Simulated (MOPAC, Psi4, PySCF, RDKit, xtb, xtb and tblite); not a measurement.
Two geometries of SMILES B[SiH2]C#N, relaxed at GFN2-xTB with one dihedral held; other torsions can differ between them too.

Structure A

```
8

B      1.4719     0.1184     0.2637
Si    -0.3023    -0.6212    -0.0966
C     -1.5488     0.7279     0.2916
N     -2.2891     1.5687     0.5333
H      1.8591     0.2590     1.3585
H      2.1842     0.4588    -0.5992
H     -0.6604    -0.9807    -1.4794
H     -0.7670    -1.7330     0.7509
```

Structure B

```
8

B     -1.4761     0.0574     0.3253
Si     0.3079    -0.6212    -0.1013
C      0.4688    -1.1057    -1.9054
N      0.5428    -1.3963    -3.0120
H     -1.8230     0.1550     1.4383
H     -2.2309     0.3981    -0.4998
H      0.7378    -1.8554     0.5801
H      1.4002     0.3576     0.0544
```

Task: Which is lower in energy at the level DF-MP2 (frozen core)/cc-pVTZ // GFN2-xTB run with Psi4, and by how much?

Result: B is lower, by 2.90 kJ/mol (dihedral H5–B1–Si2–C3: 75° in A, 165° in B).

E(B) − E(A) in kJ/mol at the other levels, on the same two geometries: GFN2-xTB (xtb and tblite) 0.49; B3LYP/def2-TZVP // GFN2-xTB (Psi4) -3.74; B3LYP-D3(BJ)/def2-TZVP // GFN2-xTB (Psi4) -3.62; PBE/def2-TZVP // GFN2-xTB (Psi4) -4.20; PBE-D3(BJ)/def2-TZVP // GFN2-xTB (Psi4) -4.13; HF/cc-pVTZ // GFN2-xTB (Psi4) -2.90; UFF // GFN2-xTB (RDKit) -1.97; PM3, restricted, heats of formation // GFN2-xTB (MOPAC) -13.33; PM7, restricted, heats of formation // GFN2-xTB (MOPAC) -4.09; GFN1-xTB // GFN2-xTB (xtb) 1.59; restricted B3LYP/6-31G*, spherical d // GFN2-xTB (PySCF) -3.65; restricted MP2 (frozen core)/3-21G // GFN2-xTB (PySCF) -6.75; restricted Hartree-Fock/LANL2DZ, with its core potentials past Ne // GFN2-xTB (PySCF) -4.84; restricted MP2 (frozen core)/6-31G*, spherical d // GFN2-xTB (PySCF) -3.65.
